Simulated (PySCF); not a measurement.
CdClI. Atoms are numbered in the order given.

```xyz
3

Cd     0.0000     0.0000    -0.8275
Cl     0.0000     0.0000    -3.1047
I      0.0000     0.0000     1.7453
```
Charge 0, spin multiplicity 1.

The structure is a stationary point at PBE0-D3(BJ)/def2-TZVP. The def2 effective core potentials stand for the cores of Cd, I; spin–orbit coupling is left out.

Level of theory: TDDFT-LC-ωPBE/def2-SVPD in PySCF.

Vertical excitations; the highest root listed may be one member of a degenerate set.  State labels are in the subgroup C2v.

| state | symmetry | energy (eV) | λ (nm) | f | main pairs |
|---|---|---|---|---|---|
| S1 | B2 | 5.07 | 244 | 0.015 | HOMO→LUMO (degenerate set) |
| S2 | B1 | 5.07 | 244 | 0.015 | HOMO−1→LUMO (degenerate set) |
| S3 | B2 | 6.34 | 196 | 0.030 | HOMO−2→LUMO (degenerate set) |
| S4 | B1 | 6.34 | 196 | 0.030 | HOMO−3→LUMO (degenerate set) |
| S5 | A1 | 6.63 | 187 | 0.077 | HOMO−4→LUMO 50 %, HOMO→LUMO+1 22 %, HOMO−1→LUMO+2 22 % |
| S6 | A1 | 6.74 | 184 | 0.000 | HOMO−1→LUMO+2, HOMO→LUMO+1 (degenerate set) |
| S7 | A2 | 6.74 | 184 | 0.000 | HOMO→LUMO+2, HOMO−1→LUMO+1 (degenerate set) |
| S8 | A2 | 6.75 | 184 | 0.000 | HOMO−1→LUMO+1 47 %, HOMO→LUMO+2 47 % |
| S9 | A1 | 7.75 | 160 | 0.331 | HOMO−5→LUMO 49 %, HOMO−2→LUMO+1 14 %, HOMO−3→LUMO+2 14 %, HOMO−4→LUMO 9 % |
| S10 | A2 | 7.97 | 156 | 0.000 | HOMO−2→LUMO+2 47 %, HOMO−3→LUMO+1 47 % |
| T1 | B2 | 4.68 | 265 | 0 | HOMO→LUMO (degenerate set) |
| T2 | B1 | 4.68 | 265 | 0 | HOMO−1→LUMO (degenerate set) |
| T3 | A1 | 5.61 | 221 | 0 | HOMO−4→LUMO 84 % |
| T4 | B2 | 5.92 | 209 | 0 | HOMO−2→LUMO 91 % |
Triplets are in the Tamm–Dancoff approximation, which puts them higher than full response would, so one can lie above its singlet here.
